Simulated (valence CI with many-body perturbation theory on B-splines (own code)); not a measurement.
## Level structure of Pr45+

Method: relativistic CI+MBPT: four valence electrons over a frozen Dirac-Fock core [Ne], a basis of 11 s, 11 p, 10 d, 8 f, 5 g, 2 h functions for each j, with the one-electron correlation potential Σ1, the two-electron term Σ2, the three-electron term Σ3, Breit, model QED; selected CI, second order for the rest, scaled by the run's own slope (own B-spline code, finite nucleus).

No measured spectrum was set against this ion. As an estimate, large intervals hold to a few tenths of a per cent, small ones and those within an open d or f shell to about a per cent. Among the levels kept, up to 550 cm⁻¹ of a level comes from second order outside the variational space, and about a tenth of that is noise between levels of different J, which matters for small intervals.

Levels 46 to 90 of 172, with energies above the lowest level, (3s^2 3p1/2^2) J=0. "Leading %" is the weight of the configuration and term that name the level; weights of strongly mixed levels are sums over their largest components and can fall short, so below about 35 % the name and the second component can differ from the true leading terms, or belong to a minority configuration. In the jj column 3d3/2^4 stands for four electrons in 3d with j = 3/2. Lifetimes count E1, E2, E3, M1 and M2 decay at the calculated energies, and are blank where another channel may lead or the interval is too uncertain; long ones can be off by a factor of two.

```tsv
No.	Configuration	Term	J	E (eV)	Leading %	Lifetime	Second component	g	Leading jj
46	3s 3p2 3d	5F	5	543.75	50	95.4 ps	50 % 3s 3p2 3d 3G	1.293	3s 3p1/2 3p3/2 3d5/2 (97 %)
47	3s 3p2 3d	3P	2	543.81	36	5.49 ps	19 % 3s 3p2 3d 5D	1.312	3s 3p1/2 3p3/2 3d5/2 (86 %)
48	3s 3p2 3d	3D	1	551.58	59	2.49 ps	26 % 3s 3p2 3d 3P	0.938	3s 3p1/2 3p3/2 3d5/2 (47 %)
49	3s 3p2 3d	3F	3	552.27	39	5.79 ps	25 % 3s 3p2 3d 5D	1.240	3s 3p1/2 3p3/2 3d5/2 (84 %)
50	3s 3p2 3d	3F	2	561.11	23	2.25 ps	17 % 3s 3p2 3d 3D	1.101	3s 3p1/2 3p3/2 3d5/2 (53 %)
51	3s 3p2 3d	3D	3	561.41	58	3.16 ps	19 % 3s 3p2 3d 3F	1.266	3s 3p1/2 3p3/2 3d5/2 (80 %)
52	3s 3p2 3d	3P	0	561.69	73	1.60 ps	16 % 3s2 3d2 3P		3s 3p1/2 3p3/2 3d3/2 (60 %)
53	3s 3p2 3d	1G	4	561.95	44	9.81 ps	33 % 3s 3p2 3d 3F	1.154	3s 3p1/2 3p3/2 3d5/2 (81 %)
54	3s 3p2 3d	3P	1	563.29	39	1.18 ps	26 % 3s 3p2 3d 3D	1.055	3s 3p1/2 3p3/2 3d3/2 (70 %)
55	3s 3p2 3d	3F	2	565.40	24	1.27 ps	19 % 3s 3p2 3d 1D	0.995	3s 3p1/2 3p3/2 3d3/2 (48 %)
56	3s 3p2 3d	3D	3	571.33	35	2.62 ps	24 % 3s 3p2 3d 3F	1.175	3s 3p1/2 3p3/2 3d5/2 (89 %)
57	3s 3p2 3d	3G	4	572.38	43	3.50 ps	38 % 3s 3p2 3d 3F	1.130	3s 3p1/2 3p3/2 3d5/2 (89 %)
58	3s 3p2 3d	3D	1	574.68	48	4.43 ps	23 % 3s 3p2 3d 1P	0.821	3s 3p1/2 3p3/2 3d5/2 (88 %)
59	3s 3p2 3d	3P	1	583.87	37	3.15 ps	27 % 3s 3p2 3d 3S	1.399	3s 3p1/2 3p3/2 3d5/2 (88 %)
60	3s 3p2 3d	3F	3	585.16	35	2.03 ps	33 % 3s 3p2 3d 1F	1.085	3s 3p1/2 3p3/2 3d5/2 (83 %)
61	3s 3p2 3d	3D	2	585.99	30	2.55 ps	13 % 3s 3p2 3d 1D	1.173	3s 3p1/2 3p3/2 3d5/2 (80 %)
62	3s 3p2 3d	3P	0	588.31	36	1.89 ps	33 % 3s 3p2 3d 1S		3s 3p1/2 3p3/2 3d5/2 (66 %)
63	3s 3p2 3d	3D	2	592.14	33	1.33 ps	26 % 3s 3p2 3d 3P	1.170	3s 3p1/2 3p3/2 3d5/2 (84 %)
64	3s2 3d2	3F	2	602.51	58	728 fs	13 % 3s2 3d2 1D	0.813	3s^2 3d3/2^2 (72 %)
65	3s2 3d2	3P	0	619.26	61	620 fs	16 % 3s 3p2 3d 3P		3s^2 3d3/2^2 (67 %)
66	3s2 3d2	3F	3	619.72	71	1.28 ps	11 % 3s 3p2 3d 3D	1.132	3s^2 3d3/2 3d5/2 (71 %)
67	3s2 3d2	3F	4	624.52	46	2.16 ps	25 % 3s2 3d2 1G	1.195	3s^2 3d3/2 3d5/2 (56 %)
68	3s2 3d2	3P	2	625.44	20	1.41 ps	15 % 3s 3p2 3d 3D	1.259	3s 3p3/2^2 3d3/2 (36 %)
69	3s2 3d2	3P	1	626.94	55	1.33 ps	14 % 3s 3p2 3d 5P	1.582	3s^2 3d3/2 3d5/2 (55 %)
70	3p4	1D	2	628.43	36	1.36 ps	16 % 3s2 3d2 3P	1.138	3p1/2 3p3/2^3 (50 %)
71	3p4	3P	1	632.48	74	985 fs	15 % 3s 3p2 3d 1P	1.359	3p1/2 3p3/2^3 (74 %)
72	3s2 3d2	1G	4	640.49	47	6.04 ps	14 % 3s 3p2 3d 5D	1.162	3s^2 3d5/2^2 (40 %)
73	3s2 3d2	1D	2	650.93	40	2.01 ps	13 % 3s 3p2 3d 5P	1.191	3s^2 3d5/2^2 (45 %)
74	3p3 3d	3F°	2	651.91	20	7.04 ps	16 % 3p3 3d 3D°	0.963	3p1/2^2 3p3/2 3d3/2 (78 %)
75	3s 3p2 3d	3F	3	652.01	24	1.49 ps	20 % 3s 3p2 3d 3D	1.289	3s 3p3/2^2 3d3/2 (70 %)
76	3s2 3d2	3P	2	655.45	38	1.46 ps	9 % 3s 3p2 3d 3D	1.312	3s 3p3/2^2 3d3/2 (37 %)
77	3s 3p2 3d	3P	0	656.25	45	8.64 ps	32 % 3s2 3d2 1S		3s 3p3/2^2 3d5/2 (60 %)
78	3s2 3d2	3P	1	656.36	24	1.17 ps	24 % 3s 3p2 3d 3P	1.476	3s 3p3/2^2 3d3/2 (67 %)
79	3p3 3d	3P°	0	660.11	50	4.83 ps	24 % 3p3 3d 5D°		3p1/2^2 3p3/2 3d3/2 (85 %)
80	3s 3p2 3d	3G	5	660.58	50	9.67 ps	50 % 3s 3p2 3d 5F	1.293	3s 3p3/2^2 3d5/2 (97 %)
81	3p3 3d	3F°	3	662.37	26	3.67 ps	18 % 3p3 3d 3G°	1.106	3p1/2^2 3p3/2 3d3/2 (82 %)
82	3s 3p2 3d	3F	4	662.80	44	1.40 ps	14 % 3s 3p2 3d 3G	1.198	3s 3p3/2^2 3d3/2 (74 %)
83	3p3 3d	3D°	1	663.86	29	3.37 ps	26 % 3p3 3d 5D°	1.125	3p1/2^2 3p3/2 3d3/2 (89 %)
84	3s 3p2 3d	3D	1	674.33	40	1.09 ps	16 % 3s 3p2 3d 3P	1.037	3s 3p3/2^2 3d3/2 (78 %)
85	3s 3p2 3d	3F	4	674.68	23	2.31 ps	23 % 3s2 3d2 3F	1.229	3s 3p3/2^2 3d5/2 (59 %)
86	3s 3p 3d2	5G°	2	674.89	65	5.19 ps	23 % 3s 3p 3d2 3F°	0.494	3s 3p1/2 3d3/2^2 (84 %)
87	3s 3p2 3d	3P	0	682.18	71	886 fs	10 % 3s2 3d2 3P		3s 3p3/2^2 3d3/2 (76 %)
88	3s 3p2 3d	3F	3	682.70	29	1.46 ps	26 % 3s 3p2 3d 1F	1.073	3s 3p3/2^2 3d5/2 (48 %)
89	3s 3p2 3d	3D	2	683.88	48	1.12 ps	10 % 3s 3p2 3d 1D	1.175	3s 3p3/2^2 3d3/2 (79 %)
90	3s 3p 3d2	5G°	3	685.48	45	5.68 ps	19 % 3s 3p 3d2 3F°	0.989	3s 3p1/2 3d3/2^2 (80 %)
```
